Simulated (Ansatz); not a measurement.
A structure relaxed at PBE0-D4/def2-TZVP, charge 0, multiplicity 1:

```xyz
21

C     0.396    2.235    0.691
N     1.292    1.189    0.267
C     1.963    1.489   -0.970
Sn    0.891   -0.713    0.788
N    -1.021   -1.089    0.223
C    -1.746   -2.177    0.824
C    -1.366   -0.879   -1.160
H    -0.061    1.993    1.654
H     0.942    3.180    0.815
H    -0.423    2.423   -0.024
H     2.579    2.394   -0.865
H     2.631    0.674   -1.259
H     1.271    1.669   -1.811
H     2.074   -1.656   -0.021
H     0.874   -0.881    2.485
H    -2.827   -1.983    0.787
H    -1.474   -2.288    1.878
H    -1.578   -3.149    0.330
H    -1.157   -1.750   -1.806
H    -0.821   -0.023   -1.567
H    -2.438   -0.657   -1.257
```

Give its formula and SMILES.

C4H14N2Sn, `C[N](C)[SnH2][N](C)C`.

Point group (tolerance 0.08 Å, 0.16 Å for H)?

C1.

Summarise the bond lengths by kind.

4 × C–N 1.439 to 1.441 Å; 12 × C–H 1.093 to 1.104 Å; 2 × N–Sn 2.013 to 2.028 Å; 2 × H–Sn 1.706 to 1.716 Å.

All numbers were calculated with Ansatz.
